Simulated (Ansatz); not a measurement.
## Molecular dynamics of C4H10AlB

input.yaml

```yaml
crystal:
  periodic: [false, false, false]
  atoms:
    - { symbol: B, position_ang: [1.776147, -1.585648, -1.278809] }
    - { symbol: C, position_ang: [1.140747, -0.503334, -0.404685] }
    - { symbol: Al, position_ang: [2.046366, 0.517934, 0.820113] }
    - { symbol: C, position_ang: [-0.164846, -0.208148, -0.683896] }
    - { symbol: C, position_ang: [-1.059682, 0.889322, -0.047893] }
    - { symbol: C, position_ang: [-2.311389, 0.375504, 0.801965] }
    - { symbol: H, position_ang: [2.908792, -1.62226, -1.643516] }
    - { symbol: H, position_ang: [1.023651, -2.351092, -1.800958] }
    - { symbol: H, position_ang: [2.094331, -0.070026, 2.160885] }
    - { symbol: H, position_ang: [2.92088, 1.678321, 0.572694] }
    - { symbol: H, position_ang: [-0.714756, -0.790666, -1.475099] }
    - { symbol: H, position_ang: [-0.369689, 1.452601, 0.608807] }
    - { symbol: H, position_ang: [-1.596534, 1.548418, -0.787385] }
    - { symbol: H, position_ang: [-2.958156, -0.330398, 0.244336] }
    - { symbol: H, position_ang: [-2.040235, -0.161812, 1.746185] }
    - { symbol: H, position_ang: [-2.953029, 1.23607, 1.104573] }
magnetization:
  spin_polarized: true
basis:
  gaussian: { orbitals: STO-3G }
hamiltonian:
  xc: b3lyp
  dispersion: d4
md:
  timestep: 0.5
  n_steps: 100
  ensemble: nvt_langevin
  temperature: 300.0
  initial_velocities: maxwell_boltzmann
  seed: 493160
  friction: 0.05
```

Run as:

```bash
$ ansatz run input.yaml --threads 1 --pin off --max-ram 2048MiB --backend cpu --events-out ev --progress --plain --runs-dir out
```

It goes on from the last frame of an earlier run, with new velocities.

Output, in part (step lines, the closing report, with atoms numbered from 0):

```
md step     0: t =     0.00 fs  T =   281.2 K  F+E_penalty+E_count = -11444.63676370 eV  E_kin = 0.581670 eV  (26 SCF iters)
[... lines left out ...]
Total energy: -11444.50144634 eV, -420.5776707914 hartree
Atom 0 at     1.652250    -1.587759    -1.477218 Å, force     0.987601     0.181228     1.462995 eV/Å
Atom 1 at     1.013429    -0.564007    -0.512785 Å, force     2.509253    -0.059646    -0.734502 eV/Å
Atom 2 at     2.037872     0.342745     0.828384 Å, force     0.162409    -1.037937     0.969606 eV/Å
Atom 3 at    -0.210398    -0.139500    -0.772260 Å, force    -2.631676     1.766303     0.091128 eV/Å
Atom 4 at    -0.904114     1.016118     0.085406 Å, force     0.384931    -0.751470    -0.550769 eV/Å
Atom 5 at    -2.119193     0.436390     0.872668 Å, force     1.295499     0.457005     1.872232 eV/Å
Atom 6 at     2.818633    -1.635225    -1.606225 Å, force     0.152010     0.476364    -0.173975 eV/Å
Atom 7 at     1.145109    -2.494186    -1.942216 Å, force    -1.141826    -0.640373    -0.658374 eV/Å
Atom 8 at     1.949732    -0.564358     2.076666 Å, force     0.313532     0.953244    -0.352176 eV/Å
Atom 9 at     2.913956     1.588952     0.706317 Å, force    -0.472416    -0.459600    -0.070809 eV/Å
Atom 10 at    -0.823718    -0.607653    -1.556775 Å, force    -0.404543     0.217682    -0.075420 eV/Å
Atom 11 at    -0.109580     1.388622     0.786678 Å, force    -0.540117    -0.202048     0.034782 eV/Å
Atom 12 at    -1.277686     1.928167    -0.414928 Å, force     0.386909    -0.269913    -0.901841 eV/Å
Atom 13 at    -2.824784    -0.152214     0.268829 Å, force     0.105005     0.085698     0.022211 eV/Å
Atom 14 at    -1.655200    -0.147991     1.694188 Å, force    -0.655536    -0.615253    -0.430643 eV/Å
Atom 15 at    -2.606249     1.265503     1.417940 Å, force    -0.451035    -0.101285    -0.504446 eV/Å
Dipole moment:    -0.144518     0.367777     0.108541 e Å
```

The steps, from the saved trajectory:

```
time (fs)  T (K)  potential energy less start (eV)
      0.0    281                             0.000
      1.5    301                            -0.089
      3.0    279                            -0.140
      4.5    277                            -0.161
      6.0    310                            -0.155
      7.5    298                            -0.171
      9.0    297                            -0.190
     10.5    333                            -0.228
     12.0    315                            -0.207
     13.5    290                            -0.138
     15.0    277                            -0.161
     16.5    236                            -0.151
     18.0    221                            -0.065
     19.5    193                             0.003
     21.0    202                             0.045
     22.5    209                             0.075
     24.0    252                             0.049
     25.5    271                             0.028
     27.0    333                            -0.053
     28.5    350                            -0.090
     30.0    311                            -0.076
     31.5    299                            -0.064
     33.0    277                            -0.092
     34.5    293                            -0.136
     36.0    265                            -0.051
     37.5    272                             0.047
     39.0    234                             0.058
     40.5    266                             0.081
     42.0    299                             0.187
     43.5    366                             0.135
     45.0    422                             0.026
     46.5    355                             0.110
     48.0    302                             0.206
     49.5    340                             0.168
```

The run went to its last step. A run of 0.05 ps of so small a system gives no equilibrium averages. Limits of this set-up: minimal basis.

The same pairs are bonded in the first frame and the last. Pairs count as bonded within 1.25 times the sum of covalent radii (0.12 Å more for H–H).

Last frame:

```xyz
16
Properties=species:S:1:pos:R:3
B 1.652 -1.588 -1.477
C 1.013 -0.564 -0.513
Al 2.038 0.343 0.828
C -0.210 -0.140 -0.772
C -0.904 1.016 0.085
C -2.119 0.436 0.873
H 2.819 -1.635 -1.606
H 1.145 -2.494 -1.942
H 1.950 -0.564 2.077
H 2.914 1.589 0.706
H -0.824 -0.608 -1.557
H -0.110 1.389 0.787
H -1.278 1.928 -0.415
H -2.825 -0.152 0.269
H -1.655 -0.148 1.694
H -2.606 1.266 1.418
```

Run time: 7.8 min on 1 thread of Arm Neoverse V2, with other jobs on the host, peak memory 0.16 GiB.
